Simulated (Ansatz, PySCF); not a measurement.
Gas-phase reaction (SMILES): [CH3][Ge]([Br])([Br])[Br] [tribromo(methyl)germane] -> [CH3] (CH3) + [Br][Ge]([Br])[Br]; the C-Ge bond at the site shown breaks (other sites are not compared here).

Structures are relaxed separately at B3LYP-D3(BJ)/def2-TZVP in Ansatz (an electronic-structure program). Valence correlation only, unless marked. Open shells are spin-unrestricted. No spin-orbit coupling. The frozen core is the preceding noble-gas configuration, with the filled d and f shells of earlier blocks. Non-relativistic. CBS(X,Y): correlation extrapolated as X^-3; Hartree-Fock from the larger set. Thermal terms are rigid-rotor harmonic-oscillator values from B3LYP-D3(BJ) frequencies (Ansatz or PySCF) at 298.15 K and 1 atm. 1 Eh = 627.5095 kcal/mol.

```csv
species,"E, CCSD(T)/CBS(cc-pVTZ,cc-pVQZ) (Ansatz) (Eh)","E, wB97X-V/def2-TZVPD (Ansatz) (Eh)",H - E (Eh)
[CH3][Ge]([Br])([Br])[Br],-9833.58277,-9838.64563,0.04920
[CH3] (CH3),-39.77878,-39.83594,0.03371
[Br][Ge]([Br])[Br],-9793.67307,-9798.67722,0.00990
```

Problem. Work out ΔE and ΔH at 298.15 K at the first level, then ΔH at the second.

Solution. 
1. ΔE = [(-39.77878) + (-9793.67307)] - [(-9833.58277)] = 0.13092 Eh = 82.2 kcal/mol at CCSD(T)/CBS(cc-pVTZ,cc-pVQZ).
2. The terms H - E add up to -0.00559 Eh, so ΔH = (0.13092 + (-0.00559))×627.5095 = 78.6 kcal/mol.
3. At wB97X-V/def2-TZVPD the same steps give ΔE = 83.1 and ΔH = 79.6 kcal/mol, a shift of +1.0 from the first level.
4. These values are not checked against measurement here, since the tables used lack a sound gas-phase enthalpy of formation for at least one species.
